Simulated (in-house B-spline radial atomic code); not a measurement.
A fraction x of an electron is removed from 3d in Br⁺, starting from [Ar] 3d10 4s2 4p4 and keeping the highest spin. Computed with an all-electron radial atomic-structure program (B-spline basis): non-relativistic LDA PW92, spin-polarised, spherical fractional occupations, point nucleus.

```json
{"x": "0", "E(x) - E(0) (eV)": "0.0000", "3d down level (eV)": "-79.562"}
{"x": "0.11", "E(x) - E(0) (eV)": "8.8980", "3d down level (eV)": "-82.226"}
{"x": "0.23", "E(x) - E(0) (eV)": "18.9414", "3d down level (eV)": "-85.171"}
{"x": "0.35", "E(x) - E(0) (eV)": "?", "3d down level (eV)": "?"}
{"x": "0.48", "E(x) - E(0) (eV)": "41.0137", "3d down level (eV)": "-91.435"}
{"x": "0.5", "E(x) - E(0) (eV)": "42.8475", "3d down level (eV)": "-91.944"}
{"x": "0.6", "E(x) - E(0) (eV)": "52.1695", "3d down level (eV)": "-94.502"}
{"x": "0.65", "E(x) - E(0) (eV)": "56.9268", "3d down level (eV)": "-95.790"}
{"x": "0.81", "E(x) - E(0) (eV)": "?", "3d down level (eV)": "?"}
{"x": "0.9", "E(x) - E(0) (eV)": "81.6885", "3d down level (eV)": "-102.329"}
{"x": "1", "E(x) - E(0) (eV)": "92.0542", "3d down level (eV)": "-104.989"}
```

Problem. What belongs in the row x = 0.35?

Solution. An energy change of 29.3407 eV; 3d down at -88.157 eV.

Problem. What belongs in the row x = 0.81?

Solution. An energy change of 72.5857 eV; 3d down at -99.957 eV.

Problem. Check Janak's theorem between x = 0.11 and 0.23.

Solution. The slope of the energy is 83.70 eV; the orbital levels give 83.70 eV (-ε of the emptying orbital, averaged over the two points).
